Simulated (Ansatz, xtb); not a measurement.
## Relative energy of two isomers of C5H9BFN

Structure I: `C=C(C)CC#[N+][BH2-]F`, a singlet. Structure II: `C=C(F)C=NB(C)C`, a singlet. Both are isolated molecules in the gas phase, relaxed with PBE0-D3(BJ)/def2-SVP; the shapes shown needn't be the lowest conformers.

I (Å):

```yaml
atoms:
  - { symbol: C, position_ang: [0.3200, -0.5878, -3.3319] }
  - { symbol: C, position_ang: [0.0106, 0.0909, -2.2246] }
  - { symbol: C, position_ang: [0.9324, 1.0500, -1.5379] }
  - { symbol: C, position_ang: [-1.3602, -0.0816, -1.5930] }
  - { symbol: C, position_ang: [-1.2334, -0.4341, -0.1883] }
  - { symbol: B, position_ang: [-0.5382, -0.8791, 2.4318] }
  - { symbol: F, position_ang: [0.7283, -0.3031, 2.4331] }
  - { symbol: N, position_ang: [-1.0366, -0.6702, 0.9191] }
  - { symbol: H, position_ang: [1.2913, -0.4570, -3.8156] }
  - { symbol: H, position_ang: [-0.3785, -1.2907, -3.7934] }
  - { symbol: H, position_ang: [1.8898, 1.1289, -2.0689] }
  - { symbol: H, position_ang: [0.4845, 2.0564, -1.4801] }
  - { symbol: H, position_ang: [1.1392, 0.7340, -0.5008] }
  - { symbol: H, position_ang: [-1.9366, 0.8597, -1.6466] }
  - { symbol: H, position_ang: [-1.9473, -0.8587, -2.1048] }
  - { symbol: H, position_ang: [-1.3809, -0.2812, 3.0931] }
  - { symbol: H, position_ang: [-0.5562, -2.0970, 2.5742] }
```

II (Å):

```tsv
atom	x (Å)	y (Å)	z (Å)
C	1.4440	-1.9993	-1.3640
C	1.0539	-1.3420	-0.2698
C	0.2150	-0.1335	-0.2789
C	-1.5839	0.3112	2.8652
C	0.6846	1.8802	2.7269
B	-0.3280	0.8555	2.0658
F	1.4102	-1.7503	0.9429
N	-0.1376	0.4654	0.7600
H	2.0673	-2.8917	-1.2936
H	1.1361	-1.6397	-2.3461
H	-0.0880	0.2155	-1.2827
H	-2.2137	1.1517	3.2018
H	-1.2402	-0.2017	3.7794
H	-2.2110	-0.3859	2.2920
H	1.5013	2.1939	2.0616
H	0.1471	2.7803	3.0693
H	1.1272	1.4238	3.6286
```

Problem. Estimate E(II) − E(I) at the level CCSD(T)/def2-SVP + ΔMP2/def2-TZVPP.

Solution. Calculated at CCSD(T)/def2-SVP + ΔMP2/def2-TZVPP: E(II) − E(I) = +18.4 kJ/mol, so structure I lies lower.

Level by level:

```csv
level,geometry,E(II) − E(I) (kJ/mol),departure from the last row (kJ/mol),"job, with rough time for the two"
PBE0-D3(BJ)/def2-SVP,PBE0-D3(BJ)/def2-SVP,−24.4,−42.8,"optimisation, 59 s"
HF/def2-SVP,PBE0-D3(BJ)/def2-SVP,+6.3,−12.1,part of the CCSD(T) run
MP2/def2-SVP,PBE0-D3(BJ)/def2-SVP,+36.6,+18.2,part of the CCSD(T) run
CCSD(T)/def2-SVP,PBE0-D3(BJ)/def2-SVP,+21.5,+3.0,single point
CCSD(T)/def2-SVP + ΔMP2/def2-TZVPP,PBE0-D3(BJ)/def2-SVP,+18.4,,"single point, 51 s"
```

As drawn, II has 1 C–F, 1 C=N, 2 C–B, 2 C–H in place of 2 C–C, 1 C≡N, 1 B–F, 2 B–H.

PBE0-D3(BJ)/def2-SVP puts the two in the other order. The largest departure from CCSD(T)/def2-SVP + ΔMP2/def2-TZVPP is that of PBE0-D3(BJ)/def2-SVP, 42.8 kJ/mol. A small imaginary or near-zero mode remains, so no thermal terms are given. Levels run at GFN2-xTB geometries aren't shown. The last row adds to CCSD(T) the change of the MP2 difference between the two basis sets, here −3.0 kJ/mol.

The correlated steps freeze 8 core orbitals. Programs: Ansatz 0.2.0, xtb 6.7.1; the last row on 4 threads of AMD EPYC 9R45 96-Core Processor (Zen 5) on a shared host.
